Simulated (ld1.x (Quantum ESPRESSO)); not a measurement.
# Configuration tests for chromium (Cr) (TM)

ld1.x (Quantum ESPRESSO) 7.5 input, shortened:

```
&input
   title='Cr', zed=24., rel=2, dft='PBESOL', iswitch=3,
   config='[Ar] 3d5 4s0 4p0', rel_dist='average'
 /
 &inputp
   pseudotype=2, tm=.true., lloc=0,
   nlcc=.false.
 /
3
3P  2  1   6.00   0.00  0.95  0.95  0.0
3D  3  2   5.00   0.00  1.25  1.25  0.0
3S  1  0   2.00   0.00  1.00  1.00  0.0
 &test
   configts(1)='3s2 3p6 3d5 4s0 4p0'
 /
```

Open shells are filled in proportion to 2j + 1 (rel_dist='average').

Energies are relative to the spin-unpolarised reference configuration 3s2 3p6 3d5 4s0 4p0; without spin polarisation the order of configurations can differ from experiment.

(1) Give the all-electron excitation energy and the error of the potential for: 3s2 3p6 3d5 4s1 4p0; 3s2 3p6 3d4 4s0 4p0; 3s2 3p6 3d3 4s0 4p0; 3s2 3p6 3d5 4s0 4p1; 3s2 3p6 3d2 4s0 4p0; 3s2 3p5 3d5 4s1 4p0; 3s2 3p6 3d5.5 4s0.5 4p0.

A Bessel basis up to 400 Ry misses an occupied level by 0.11 Ry, so cutoffs and ghosts were not judged.

Answers

(1)

```
  valence configuration  charge  ΔE all-electron (eV)  error AE − PS (meV)
    3s2 3p6 3d5 4s1 4p0       0                -6.873                  +62
    3s2 3p6 3d4 4s0 4p0      +2                16.014                 +1.2
    3s2 3p6 3d3 4s0 4p0      +3                46.719                  +22
    3s2 3p6 3d5 4s0 4p1       0                -3.730                 +7.0
    3s2 3p6 3d2 4s0 4p0      +4                95.036                 +121
    3s2 3p5 3d5 4s1 4p0      +1                44.550                 +124
3s2 3p6 3d5.5 4s0.5 4p0       0                -6.150                  +28
```

ld1.x printed “convergence not achieved” for 3 of the counted tests; their residual had stalled under 1e-8, short of the target of 1e-14.
